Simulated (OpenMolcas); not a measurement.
**Xe VII: effect of the active space**

```json
{
  "Program": "OpenMolcas 26.06",
  "Method": "SS-CASPT2 or its RAS form, IPEA 0.25 Eh, imaginary shift 0.1 Eh",
  "Basis": "ANO-RCC-VTZP",
  "Scalar Hamiltonian": "DKH2, point nucleus",
  "Spin-orbit coupling": "RASSI with atomic mean-field integrals over the reference wave functions, term energies averaged over their components"
}
```

A. 2 electrons in 4 orbitals (5s 5p); 2S+1 = 3 even, 3 roots; 2S+1 = 1 even, 7 roots; 2S+1 = 3 odd, 3 roots; 2S+1 = 1 odd, 3 roots; closed shells correlated: 4d; CASPT2 step roughly 3 core-seconds
B. 2 electrons in 8 orbitals (5s 5p 6s 6p); 2S+1 = 3 even, 3 roots; 2S+1 = 1 even, 7 roots; 2S+1 = 3 odd, 3 roots; 2S+1 = 1 odd, 3 roots; closed shells correlated: 4d; CASPT2 step about 4 core-seconds
C. 2 electrons in 9 orbitals (RAS2 5s 5p; RAS3 5d, at most 2 electrons); 2S+1 = 3 even, 3 roots; 2S+1 = 1 even, 7 roots; 2S+1 = 3 odd, 3 roots; 2S+1 = 1 odd, 3 roots; closed shells correlated: 4d; CASPT2 step about 5 core-seconds

Energies in eV above 5s² ¹S₀, the measured ground level; measured values from Saloman, J. Phys. Chem. Ref. Data 33, 765 (2004).

```csv
Level,A,B,C,Measured
5s² ¹S₀,0.0000,0.0000,0.0000,0.0000
5s 5p ³P°₀,11.996,11.971,12.060,11.9200
5s 5p ³P°₁,12.490,12.464,12.553,12.4543
5s 5p ³P°₂,13.945,13.920,14.004,14.0940
5s 5p ¹P°₁,17.517,17.472,17.612,17.7619
5p² ³P₀,27.918,27.904,27.990,27.7319
5p² ³P₁,29.107,29.075,29.161,29.0972
5p² ¹D₂ [56 %],29.356,29.252,29.435,29.2727
5p² ³P₂ [56 %],31.155,31.074,31.072,31.2258
```

Deviations, from unrounded energies. A percentage is the sum of absolute deviations over the sum of measured energies, with the sign that they share, or ± where signs differ.

```csv
Against measurement,Levels,A,B,C
mean absolute deviation (cm-1),8,860,900,1100
other configurations (%),8,±0.5,±0.5,±0.6
```

A, B lie about equally close to measurement and C furthest from it. The largest miss of A in the table is 5s 5p ¹P°₁, by -2000 cm-1. The ranking rests on the paired levels alone, and a cruder setting can come out closer through cancelling errors.

The two smallest mean deviations differ by little beside CASPT2's spread within terms, so their order carries little weight.

Among A to C the level of the table that moves most is 5p² ¹D₂ [56 %], by 1500 cm-1 (lowest in B, highest in C). Moves below CASPT2's spread within the term are not significant.

CASPT2 does not keep the components of a term degenerate, so their means are used; among the terms shown or strongly mixed into the levels shown the widest spread is 170 cm-1 (5p² ¹D, B). Over all roots computed the reference weight is 0.90 to 0.96 in A, 0.89 to 0.96 in B; the roots of lowest weight are the least certain, and an intruder state may touch them. The ¹D term of p² mixes with s d, which this space lacks (holds for A; B). Active for correlation alone: 6p 6s; no level in the range computed is led by a configuration that fills them, so any true level of that kind is missing (holds for B). Active for correlation alone: 5d; no level in the range computed is led by a configuration that fills it, so any true level of that kind is missing (holds for C). Some terms mix strongly with configurations of 5d, whose occupation reaches 0.19 (5p² ¹D) (holds for C). Computed and measured levels are paired by configuration, term and J; levels that our copy of the source lacks, or whose pairing is in doubt (as where it misses far off the trend of its configuration), stay unpaired and out of the deviations. Only configurations of the active space appear. Levels that lie high or do not pair safely by name in every column are left out.

A share in square brackets marks a mixed level and gives the weight of the term that names it, the lowest over the columns. ° marks odd parity.
